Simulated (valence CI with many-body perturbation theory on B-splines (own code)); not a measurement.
Energy levels of Kr XXII

Calculated by valence CI with perturbative core correlation (CI+MBPT): five valence electrons over a frozen Dirac-Fock core [Ne], radial functions for each j: 11 s, 11 p, 10 d, 8 f, 5 g, 2 h, with the one-electron correlation potential Σ1 (screened to all orders), the two-electron term Σ2, the three-electron term Σ3, Breit, model QED; selected single and double excitations, second order for the rest, scaled by the run's own slope (own B-spline code, finite nucleus).

No measured levels were compared; by estimate levels of excited configurations hold to 0.05 to 0.15 % of their energy, terms of the ground configuration to about 0.5 %. Among the levels kept, up to 3300 cm⁻¹ of a level comes from second order outside the variational space, and about a tenth of that is noise between levels of different J, which matters for small intervals.

Levels 1 to 45 of 171, with energies above the lowest level, 3s²3p³ ⁴S°_3/2. "Leading %" is the weight of the configuration and term that name the level; weights of strongly mixed levels are sums over their largest components and can fall short, so below about 35 % the name and the second component can differ from the true leading terms, or belong to a minority configuration. In the jj column 3d3/2^4 stands for four electrons in 3d with j = 3/2.

| No. | Configuration | Term | J | E (cm⁻¹) | Leading % | g | Leading jj |
| --- | --- | --- | --- | --- | --- | --- | --- |
| 1 | 3s²3p³ | ⁴S° | 3/2 | 0 | 67 | 1.744 | 3s^2 3p1/2^2 3p3/2 (76 %) |
| 2 | 3s²3p³ | ²D° | 3/2 | 78297 | 63 | 1.143 | 3s^2 3p1/2 3p3/2^2 (79 %) |
| 3 | 3s²3p³ | ²D° | 5/2 | 107220 | 97 | 1.198 | 3s^2 3p1/2 3p3/2^2 (97 %) |
| 4 | 3s²3p³ | ²P° | 1/2 | 153340 | 97 | 0.663 | 3s^2 3p1/2 3p3/2^2 (97 %) |
| 5 | 3s²3p³ | ²P° | 3/2 | 216930 | 64 | 1.243 | 3s^2 3p3/2^3 (92 %) |
| 6 | 3s3p⁴ | ⁴P | 5/2 | 514180 | 82 | 1.565 | 3s 3p1/2^2 3p3/2^2 (79 %) |
| 7 | 3s3p⁴ | ⁴P | 3/2 | 565410 | 77 | 1.641 | 3s 3p1/2 3p3/2^3 (55 %) |
| 8 | 3s3p⁴ | ⁴P | 1/2 | 577740 | 76 | 2.579 | 3s 3p1/2^2 3p3/2^2 (48 %) |
| 9 | 3s3p⁴ | ²D | 3/2 | 639650 | 53 | 0.963 | 3s 3p1/2 3p3/2^3 (44 %) |
| 10 | 3s3p⁴ | ²D | 5/2 | 664690 | 68 | 1.229 | 3s 3p1/2 3p3/2^3 (70 %) |
| 11 | 3s²3p²3d | ⁴F | 3/2 | 714330 | 28 | 0.916 | 3s^2 3p1/2^2 3d3/2 (52 %) |
| 12 | 3s²3p²3d | ⁴F | 3/2 | 728590 | 48 | 0.847 | 3s^2 3p1/2 3p3/2 3d3/2 (43 %) |
| 13 | 3s3p⁴ | ²S | 1/2 | 728860 | 28 | 1.198 | 3s 3p1/2 3p3/2^3 (30 %) |
| 14 | 3s²3p²3d | ⁴F | 5/2 | 743140 | 61 | 1.122 | 3s^2 3p1/2^2 3d5/2 (55 %) |
| 15 | 3s²3p²3d | ²F | 5/2 | 773270 | 68 | 0.943 | 3s^2 3p1/2 3p3/2 3d3/2 (82 %) |
| 16 | 3s²3p²3d | ⁴F | 7/2 | 783080 | 84 | 1.237 | 3s^2 3p1/2 3p3/2 3d5/2 (66 %) |
| 17 | 3s²3p²3d | ⁴D | 1/2 | 786210 | 65 | 0.597 | 3s^2 3p1/2 3p3/2 3d3/2 (64 %) |
| 18 | 3s²3p²3d | ²F | 7/2 | 795810 | 51 | 1.244 | 3s^2 3p1/2 3p3/2 3d5/2 (53 %) |
| 19 | 3s²3p²3d | ⁴D | 3/2 | 802570 | 74 | 1.121 | 3s^2 3p1/2 3p3/2 3d3/2 (45 %) |
| 20 | 3s²3p²3d | ⁴F | 9/2 | 813220 | 78 | 1.286 | 3s^2 3p1/2 3p3/2 3d5/2 (76 %) |
| 21 | 3s²3p²3d | ²P | 1/2 | 823800 | 24 | 0.958 | 3s^2 3p3/2^2 3d5/2 (41 %) |
| 22 | 3s²3p²3d | ⁴D | 5/2 | 824960 | 52 | 1.208 | 3s^2 3p1/2 3p3/2 3d5/2 (62 %) |
| 23 | 3s²3p²3d | ²G | 7/2 | 871850 | 38 | 1.149 | 3s^2 3p3/2^2 3d5/2 (34 %) |
| 24 | 3s3p⁴ | ²P | 3/2 | 884320 | 42 | 1.215 | 3s^2 3p1/2 3p3/2 3d5/2 (32 %) |
| 25 | 3s²3p²3d | ⁴P | 5/2 | 895670 | 68 | 1.513 | 3s^2 3p1/2 3p3/2 3d5/2 (42 %) |
| 26 | 3s²3p²3d | ²G | 7/2 | 898850 | 46 | 1.070 | 3s^2 3p3/2^2 3d5/2 (63 %) |
| 27 | 3s²3p²3d | ⁴P | 3/2 | 908710 | 55 | 1.524 | 3s^2 3p1/2 3p3/2 3d3/2 (43 %) |
| 28 | 3s²3p²3d | ⁴P | 1/2 | 914880 | 57 | 2.210 | 3s^2 3p1/2 3p3/2 3d3/2 (72 %) |
| 29 | 3s²3p²3d | ²G | 9/2 | 920940 | 78 | 1.155 | 3s^2 3p3/2^2 3d5/2 (76 %) |
| 30 | 3s²3p²3d | ²D | 3/2 | 933540 | 68 | 0.979 | 3s^2 3p1/2 3p3/2 3d5/2 (46 %) |
| 31 | 3s²3p²3d | ²P | 1/2 | 958070 | 38 | 1.049 | 3s^2 3p3/2^2 3d3/2 (45 %) |
| 32 | 3s²3p²3d | ²D | 5/2 | 965230 | 70 | 1.143 | 3s^2 3p1/2 3p3/2 3d5/2 (37 %) |
| 33 | 3s²3p²3d | ²D | 3/2 | 990450 | 60 | 0.952 | 3s^2 3p3/2^2 3d3/2 (54 %) |
| 34 | 3s²3p²3d | ²P | 1/2 | 993510 | 75 | 0.906 | 3s^2 3p1/2 3p3/2 3d5/2 (72 %) |
| 35 | 3s²3p²3d | ²F | 5/2 | 996220 | 43 | 1.082 | 3s^2 3p3/2^2 3d3/2 (30 %) |
| 36 | 3s²3p²3d | ²D | 5/2 | 1014100 | 83 | 1.189 | 3s^2 3p3/2^2 3d5/2 (71 %) |
| 37 | 3s²3p²3d | ²F | 7/2 | 1030300 | 92 | 1.132 | 3s^2 3p3/2^2 3d3/2 (55 %) |
| 38 | 3s²3p²3d | ²P | 3/2 | 1045800 | 69 | 1.240 | 3s^2 3p3/2^2 3d5/2 (50 %) |
| 39 | 3s²3p²3d | ²S | 1/2 | 1055800 | 52 | 1.825 | 3s^2 3p3/2^2 3d5/2 (33 %) |
| 40 | 3s²3p²3d | ²D | 3/2 | 1088700 | 88 | 0.846 | 3s^2 3p3/2^2 3d3/2 (48 %) |
| 41 | 3s²3p²3d | ²D | 5/2 | 1094400 | 61 | 1.103 | 3s^2 3p3/2^2 3d5/2 (70 %) |
| 42 | 3s3p³3d | ⁶D° | 1/2 | 1150800 | 92 | 3.263 | 3s 3p1/2 3p3/2^2 3d3/2 (44 %) |
| 43 | 3s3p³3d | ⁶D° | 3/2 | 1152200 | 90 | 1.819 | 3s 3p1/2^2 3p3/2 3d3/2 (42 %) |
| 44 | 3s3p³3d | ⁶D° | 5/2 | 1153900 | 88 | 1.613 | 3s 3p1/2^2 3p3/2 3d3/2 (38 %) |
| 45 | 3s3p³3d | ⁶D° | 7/2 | 1157000 | 86 | 1.551 | 3s 3p1/2^2 3p3/2 3d5/2 (26 %) |

Names give the largest LS component (configuration and term), which can be under half, so a name can repeat, a term be missing and a line seem to break the LS rules; names also repeat where a configuration has a term twice.

The ionisation energy to 3s²3p² ³P0 of the next ion comes out as 936.88 eV (NIST: 945 ± 3 eV (semi-empirical), further off than twice its uncertainty). All 171 levels together are meant to be complete up to 1923000 cm⁻¹.
